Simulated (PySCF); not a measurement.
How the method changes the constants of SbPb

State: ²Π (doublet), unpaired electrons π ↑. Set-up: basis Sb cc-pVDZ-PP with ECP28, Pb cc-pVDZ-PP with ECP60; scalar-relativistic core potentials; PySCF 2.14. De refers to Sb + Pb in their high-spin ground configurations, without counterpoise correction. The functionals are run spin-unrestricted. A positive dipole means Sb(−)Pb(+). Levels whose curve was spin-contaminated or gave no clean fit are not listed.

```json
{"Level": "UHF-CCSD", "Re (Å)": "2.745", "ωe (cm⁻¹)": "188", "De (eV)": "1.37", "μ (D)": "n/a"}
{"Level": "UHF-CCSD(T)", "Re (Å)": "2.770", "ωe (cm⁻¹)": "175", "De (eV)": "1.60", "μ (D)": "n/a"}
{"Level": "PBE", "Re (Å)": "2.744", "ωe (cm⁻¹)": "187", "De (eV)": "2.49", "μ (D)": "1.74"}
{"Level": "BP86", "Re (Å)": "2.745", "ωe (cm⁻¹)": "187", "De (eV)": "2.54", "μ (D)": "1.69"}
{"Level": "r²SCAN", "Re (Å)": "2.727", "ωe (cm⁻¹)": "182", "De (eV)": "2.11", "μ (D)": "1.93"}
{"Level": "TPSSh", "Re (Å)": "2.718", "ωe (cm⁻¹)": "193", "De (eV)": "2.27", "μ (D)": "2.02"}
{"Level": "B3LYP", "Re (Å)": "2.735", "ωe (cm⁻¹)": "191", "De (eV)": "2.30", "μ (D)": "1.80"}
{"Level": "PBE0", "Re (Å)": "2.709", "ωe (cm⁻¹)": "189", "De (eV)": "2.11", "μ (D)": "1.99"}
```

(1) Which functional lies closest to UHF-CCSD(T) in De, which farthest, and by how much do they differ from it?

(2) What does a quarter of exact exchange do here, going from PBE to PBE0?

(3) What does the step from GGA to meta-GGA do here, going from PBE to r²SCAN?

Correlated steps freeze 8 core orbitals. Correlated levels converge slowly with the basis: in double zeta they bind strong bonds too weakly, by up to about 1 eV, and carry superposition errors of some tenths. These are scalar-relativistic numbers at best; spin–orbit coupling would shift them, the dissociation energy most. The state is the lowest determinant that a PBE0 search found; another state may lie lower at other levels.

Results:

(1) Closest is r²SCAN (-4.3 pm in Re, +4.0 % in ωe, +0.51 eV in De against UHF-CCSD(T) in the same basis), farthest BP86 (-2.5 pm in Re, +6.9 % in ωe, +0.94 eV in De). CCSD(T) converges more slowly with the basis than the functionals do and binds too weakly in this one, so the order can change at the basis-set limit.

(2) PBE0 less PBE: -3.5 pm in Re, +1.1 % in ωe, -0.38 eV in De. Exact exchange removes part of the self-interaction that spreads semilocal densities, and in most molecules shortens and stiffens the bond and lowers De; so it does here.

(3) r²SCAN less PBE: -1.7 pm in Re, -2.7 % in ωe, -0.38 eV in De.
